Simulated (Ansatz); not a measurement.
HBCl, SMILES `[BH-]Cl` (excited triplet) (charge -1, multiplicity 3). This triplet is an excited state, 0.54 eV above the relaxed singlet at the level composite: frozen-core CCSD(T) with HF/aug-cc-pVQZ and the correlation energy extrapolated as X^-3 from aug-cc-pVTZ and aug-cc-pVQZ, plus CCSDT(Q) minus CCSD(T) in aug-cc-pVTZ // B3LYP-D3(BJ)/def2-TZVPD (Ansatz, a quantum-chemistry and plane-wave program).

Cartesian coordinates (Å):
```xyz
3

B     -0.2891     0.4595     0.0000
Cl     1.4787    -0.1239     0.0000
H     -1.1896    -0.3356     0.0000
```
Charge -1, spin multiplicity 3.

Frozen-core energies in aug-cc-pVTZ from Ansatz at a geometry from B3LYP-D3(BJ)/def2-TZVPD; the HF reference has <S^2> = 2.01 and the T1 diagnostic is 0.017.

| level | energy (Ha) |
|---|---|
| HF | -484.74701 |
| MP2 | -485.03145 |
| CCSD | -485.05793 |
| CCSD(T) | -485.07169 |

Task: Estimate the energies of CCSDT and CCSDT(Q), and give each level's difference from CCSDT(Q).

Result: 
```json
[
 {"level": "MP2", "energy (Ha)": "-485.03145", "difference from CCSDT(Q) (mHa)": "41.88"},
 {"level": "CCSD", "energy (Ha)": "-485.05793", "difference from CCSDT(Q) (mHa)": "15.39"},
 {"level": "CCSD(T)", "energy (Ha)": "-485.07169", "difference from CCSDT(Q) (mHa)": "1.63"},
 {"level": "CCSDT", "energy (Ha)": "-485.07267", "difference from CCSDT(Q) (mHa)": "0.65"},
 {"level": "CCSDT(Q)", "energy (Ha)": "-485.07332", "difference from CCSDT(Q) (mHa)": "0.00"}
]
```
